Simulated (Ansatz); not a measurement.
The cluster Ga₄F₄. Charge 0, multiplicity 1. Geometry r2SCAN-D4/def2-SVP; atoms count from 1.

```xyz
8

Ga    1.317   -1.470    1.938
Ga    0.992    1.392    0.385
Ga   -0.983   -1.388   -0.393
Ga   -1.326    1.473   -1.929
F    -0.601   -1.710    1.554
F     0.597    1.701   -1.562
F     1.081   -0.741   -0.027
F    -1.077    0.743    0.034
```

Another isomer (singlet) lies 0.35 eV lower at PBE0-D4/def2-TZVP; other spin states weren't run for this one.

(1) Estimate the Mulliken populations from the PBE0/def2-TZVP orbitals of Ansatz.

(2) And the Mayer bond orders between bonded heavy atoms (over 0.3)?

Results:

(1) 
| atom | charge (e) |
| --- | --- |
| Ga1 | 0.44 |
| Ga2 | 0.44 |
| Ga3 | 0.44 |
| Ga4 | 0.43 |
| F5 | -0.40 |
| F6 | -0.40 |
| F7 | -0.47 |
| F8 | -0.47 |
Mulliken values and Mayer orders depend strongly on the basis.

(2) Ga1–F5 0.48 (1.97 Å); Ga1–F7 0.30 (2.11 Å); Ga2–F6 0.40 (2.01 Å); Ga3–F5 0.40 (2.01 Å); Ga4–F6 0.48 (1.97 Å); Ga4–F8 0.30 (2.11 Å).
